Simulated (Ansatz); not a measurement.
`FC[SiH2]O[SiH3]` and `O[SiH2][SiH2]CF` differ in one atom or group.

Ansatz, PBE0-D4/def2-TZVP geometries, multiplicity 1. Each molecule was computed in one conformer, which needn't be the lowest.

```csv
property,`FC[SiH2]O[SiH3]`
size of the dipole moment (PBE/def2-TZVPP) / D,1.20
HOMO–LUMO gap (ωB97M-V/def2-TZVPP) / eV,12.27
LUMO energy (PBE0/def2-TZVPP) / eV,-0.12
HOMO–LUMO gap (PBE/def2-TZVPP) / eV,5.90
LUMO energy (PBE/def2-TZVPP) / eV,-1.02
size of the dipole moment (ωB97M-V/def2-TZVPP) / D,1.30
```

Question: What does the change do to each property? (An estimate is asked.)

Answer: Computed: 
```
                                          property  `O[SiH2][SiH2]CF`  shift
    size of the dipole moment (PBE/def2-TZVPP) / D               1.27   0.07
           HOMO–LUMO gap (ωB97M-V/def2-TZVPP) / eV              10.86  -1.41
                LUMO energy (PBE0/def2-TZVPP) / eV              -0.65  -0.53
               HOMO–LUMO gap (PBE/def2-TZVPP) / eV               5.02  -0.88
                 LUMO energy (PBE/def2-TZVPP) / eV              -1.49  -0.47
size of the dipole moment (ωB97M-V/def2-TZVPP) / D               1.38   0.08
```

With PBE0 the HOMO rises by 0.61 eV and the LUMO falls by 0.53 eV, so the gap narrows by about 1.14 eV. PBE moves the HOMO by 0.40 eV and ωB97M-V by 0.83 eV. Dipoles are sizes alone; their direction can turn.
